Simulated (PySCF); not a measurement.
Start geometry of `B/C(F)=C(\Br)CF` from a GFN2-xTB structure with every atom displaced at random (by about 0.01 Å) (Å):
```
atom  x, y, z in Å
B1     2.236    0.152    0.044
C2     0.699    0.408   -0.135
F3     0.308    1.611   -0.679
C4    -0.306   -0.392    0.149
Br5   -0.099   -2.092    0.909
C6    -1.773    0.004   -0.080
F7    -2.539   -1.084   -0.368
H8     2.960    1.016   -0.328
H9     2.600   -0.805    0.538
H10   -1.852    0.700   -0.905
H11   -2.195    0.457    0.839
```

Q: What comes out of this run: PBE0-D3(BJ)/def2-SVP geometry optimisation, gas phase in PySCF?

A: 
```
atom  x, y, z in Å
B1     2.0857    0.5277    0.4982
C2     0.6588    0.4859   -0.0766
F3     0.3334    1.4602   -0.9572
C4    -0.3301   -0.4126    0.1662
Br5   -0.1257   -1.8388    1.3527
C6    -1.6851   -0.3098   -0.4668
F7    -2.1709   -1.5323   -0.8190
H8     2.8446    1.3677    0.0862
H9     2.4255   -0.2648    1.3347
H10   -1.6177    0.3345   -1.3566
H11   -2.3816    0.1580    0.2540
```

The energy falls by 0.174 eV over 10 energy and gradient evaluations, the largest force component goes from 0.0525 to 1.4e-04 Eh/bohr, and the atoms move by 0.081 Å rms after alignment. The bond that changes most is B1–H9 (three-coordinate boron to B–H hydrogen), which lengthens by 0.065 Å. Bonds longer at the end by more than 0.005 Å: 4 of 10; shorter: 4. Among the angles that change most is H8–B1–H9, from 123.7° to 121.3°. Rotational constants go from 2121, 1422, 866.8 to 2104, 1415, 866.9 MHz. The orientation of the end geometry is arbitrary; only internal coordinates are fixed.

The run used 136 basis functions and 69 SCF cycles in all. Hardware: an Arm Neoverse V1 with one thread, shared host with 32 logical CPUs at a one-minute load of 23. Cost: 93 s wall, 0.53 GiB resident at most.

Stationary, but not proved a minimum. One conformer, not necessarily the lowest.
